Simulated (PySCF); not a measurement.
C2H5NO2Si, SMILES O[Si@@H]1C=NCO1. Atoms are numbered in the order given.

```xyz
11

O      1.8578     0.3656     1.1032
Si     0.5379     0.7204     0.1657
C     -1.1561     0.1697     0.8137
N     -1.6844    -0.7033     0.0386
C     -0.8747    -1.0039    -1.1262
O      0.3432    -0.2847    -1.1648
H      1.9569    -0.5423     1.4144
H      0.7339     2.1388    -0.1956
H     -1.7082     0.4590     1.7198
H     -0.6741    -2.0910    -1.1350
H     -1.4727    -0.7703    -2.0257
```

Geometry: B3LYP-D3(BJ)/def2-SVP. The structure was generated by enumeration; whether it is a known compound was not checked. The values are those of a single conformer.

All values below come from PySCF with HF/pcSseg-1.

GIAO shieldings, no solvent; atoms alike by connectivity are averaged. δ = σ(ref) − σ: ¹⁷O against H2O (σ = 333.0 ppm); ²⁹Si against TMS (σ = 393.8 ppm); ¹³C against TMS (σ = 192.6 ppm); ¹⁵N against NH3 (σ = 267.3 ppm); ¹H against TMS (σ = 31.99 ppm), references at their B3LYP-D3(BJ)/def2-TZVP geometries, non-relativistic.

Computed chemical shifts:
```csv
nucleus,atoms,count,δ (ppm)
¹⁷O,O6,1,62.8
¹⁷O,O1,1,39.9
²⁹Si,Si2,1,-27.1
¹³C,C3,1,182.5
¹³C,C5,1,87.8
¹⁵N,N4,1,497.5
¹H,H9,1,9.02
¹H,"H10, H11",2,5.75
¹H,H8,1,4.63
¹H,H7,1,2.41
```
